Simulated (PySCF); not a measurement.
How methods differ on the excitation energy of Xe²⁺

Xe²⁺ [Kr] 4d10 5s2 5p4 (3P) → Xe²⁺ [Kr] 4d10 5s2 5p3 5d1 (5D), as a difference of total energies. All numbers are calculated (PySCF 2.14, scalar relativity by spin-free X2C-1e, in x2c-TZVPPall with one added diffuse shell each of s, p, d, f type (9s7p5d3f, 76 functions)). Correlated levels: valence: [Kr] 4d10 frozen; valence and next inner shell: [Ar] 3d10 frozen. The calculations carry no spin-orbit coupling.

```
                                method  excitation energy (eV)
                                   UHF                  12.891
                                   LDA                  13.618
                                   PBE                  13.253
                                  PBE0                  13.343
                                r2SCAN                  13.447
                                 B97-3                  13.498
                                 B3LYP                  13.613
                                M06-2X                  13.406
                                  MN15                  13.534
                         MP2 (valence)                  13.282
                     SCS-MP2 (valence)                  13.402
    MP2 (valence and next inner shell)                  13.504
SCS-MP2 (valence and next inner shell)                  13.554
```

How much does correlation contribute at MP2 (valence and next inner shell)?

13.504 − (12.891) = 0.613 eV, measured against UHF.

A first-order spin-orbit estimate (lowest level to lowest level, LS coupling) adds 0.361 eV.

The promoted electron is Rydberg-like, and one or two diffuse shells describe it only roughly, which tends to raise the upper state.
